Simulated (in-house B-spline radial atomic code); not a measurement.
**Functionals against successive ionisation energies: Sb to Sb⁵⁺**

Ionisation energies as differences of self-consistent total energies from a B-spline radial code for spherical atoms: all electrons, radial basis limit, scalar-relativistic (one-electron X2C), spin-polarised at highest spin, spherical densities; exact exchange is averaged over the determinants of each configuration. No spin-orbit coupling, Breit or QED terms. NIST's values run from ground level to ground level, so in open shells the differences also hold multiplet and fine-structure energies that spherical high-spin averages miss. For p electrons of heavy elements the spin-orbit part alone reaches an electronvolt or more. Columns give computed minus NIST, in eV; a star marks a semi-empirical value. Species are left out where the tabulated value is theory, is uncertain by more than 0.12 eV, or (13 ions, such as In⁴⁺, Te⁴⁺ and Bi⁴⁺) lies off its series for all methods alike, which flatters the means a little.

```json
{"species": "Sb", "shell": "5p", "NIST (eV)": "8.61", "LDA VWN5": "+0.45", "BLYP": "+0.07", "PBE0": "+0.45", "HSE06": "+0.42", "revTPSS": "+0.47"}
{"species": "Sb⁺", "shell": "5p", "NIST (eV)": "16.63 ± 0.03", "LDA VWN5": "+0.07", "BLYP": "-0.29", "PBE0": "-0.05", "HSE06": "-0.07", "revTPSS": "-0.07"}
{"species": "Sb²⁺", "shell": "5p", "NIST (eV)": "25.32", "LDA VWN5": "-0.34", "BLYP": "-0.66", "PBE0": "-0.64", "HSE06": "-0.59", "revTPSS": "-0.82"}
{"species": "Sb³⁺", "shell": "5s", "NIST (eV)": "43.80 ± 0.03", "LDA VWN5": "+0.68", "BLYP": "+0.35", "PBE0": "-0.21", "HSE06": "-0.16", "revTPSS": "-0.30"}
{"species": "Sb⁴⁺", "shell": "5s", "NIST (eV)": "55.00 ± 0.1*", "LDA VWN5": "+1.15", "BLYP": "+0.94", "PBE0": "+0.28", "HSE06": "+0.33", "revTPSS": "+0.07"}
{"species": "Sb⁵⁺", "shell": "4d", "NIST (eV)": "99.51 ± 0.05", "LDA VWN5": "+0.25", "BLYP": "-0.16", "PBE0": "+0.12", "HSE06": "+0.09", "revTPSS": "-0.04"}
```

Q: How do the methods rank, and which species is hardest?

A: Mean absolute (signed) differences: HSE06 0.28 (0.00) eV; PBE0 0.29 (-0.01) eV; revTPSS 0.29 (-0.12) eV; BLYP 0.41 (+0.04) eV; LDA VWN5 0.49 (+0.38) eV. For Sb²⁺, which loses a 5p electron, the nearest method is off by -0.34 eV, the largest such miss. The first two are tied within the accuracy of the references.
